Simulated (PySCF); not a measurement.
Ligands exchanged one at a time, Ge Cl-SH. Gas-phase values, no solvent. One relaxed conformer stands for each flexible species; it need not be the lowest. Strings in code marks are SMILES.

The HOMO from two functionals at the same geometries (PBE0-D3(BJ)/def2-TZVP), both in PySCF: PBE-D3(BJ)/def2-TZVP and ωB97X-D3(BJ)/def2-TZVP. 

```csv
species,PBE-D3(BJ)/def2-TZVP (eV),ωB97X-D3(BJ)/def2-TZVP (eV)
0 of 4 Cl replaced by SH (`[Cl][Ge]([Cl])([Cl])[Cl]`),-8.20,-12.18
1 of 4 Cl replaced by SH (`[SH][Ge]([Cl])([Cl])[Cl]`),-7.06,-10.82
2 of 4 Cl replaced by SH,-6.87,-10.59
3 of 4 Cl replaced by SH (`[SH][Ge]([SH])([SH])[Cl]`),-6.52,-10.20
4 of 4 Cl replaced by SH (`[SH][Ge]([SH])([SH])[SH]`),-6.20,-9.85
```

Over these rows, drawn at random from the members with no instability flagged (it was tested for open shells, ions and some series alone), PBE minus ωB97X-D3(BJ): mean +3.76 eV, from +3.66 eV to +3.98 eV.
